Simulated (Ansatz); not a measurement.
H3AlO3, charge -1, doublet, at a GFN2-xTB geometry (such geometries of metal compounds can be far from the true shape) (a state made from the parent by changing its charge; the spin is typed, not shown lowest) (a gas-phase anion, which may not be bound at this level); PBE/6-31G* (Ansatz, an electronic-structure program).

Here is a job for Ansatz.
Ansatz 0.2 input:
```yaml
crystal:
  periodic: [false, false, false]
  atoms:
    - {symbol: Al, position_ang: [0.00000000, 0.00000000, -0.00000000]}
    - {symbol: O, position_ang: [-1.32813620, -1.13102725, -0.12535113]}
    - {symbol: H, position_ang: [-2.05405656, -1.74921362, -0.19386438]}
    - {symbol: O, position_ang: [-0.05426324, 1.51302187, -0.87561501]}
    - {symbol: H, position_ang: [-0.08392194, 2.33999532, -1.35420053]}
    - {symbol: O, position_ang: [1.38239944, -0.38199462, 1.00096613]}
    - {symbol: H, position_ang: [2.13797850, -0.59078169, 1.54806491]}
basis:
  gaussian:
    orbitals: 6-31G*
hamiltonian:
  xc: pbe
total_charge: -1
magnetization: {spin_polarized: true, initial_magnetization: 1}
scf: {lower_state_search: off}
```

Predict the main parts of the log of this Ansatz run.


```
Functional definition: PBE
these checks for a lower state are left out or cut short: stability, starts, cluster_reference, orbital_swaps, neighbouring_geometries, increment
749 factors; their error is unknown
mean field evaluation 1: about -12772.0160 eV, gradient 4.0e1 eV
mean field evaluation 2: about -12749.8307 eV, gradient 8.6e1 eV
mean field evaluation 4: about -12777.5653 eV, gradient 1.5e0 eV
mean field evaluation 8: about -12777.5788 eV, gradient 3.9e-2 eV
mean field evaluation 16: about -12777.5520 eV, gradient 7.0e-6 eV
mean field -12777.55204038 eV, -469.5663765481 hartree, gradient 6.9e-6 eV, S^2 0.753492; 0 other end points of the search recorded, 0 dependent functions left out
reference -12777.55208398 eV, -469.5663781505 hartree; 21, 20 occupied and 49, 50 virtual orbitals, 749 factors
Total energy: -12777.55208398 eV, -469.5663781505 hartree
Checks for a lower state left out: stability, starts, cluster_reference, orbital_swaps, neighbouring_geometries, increment
```
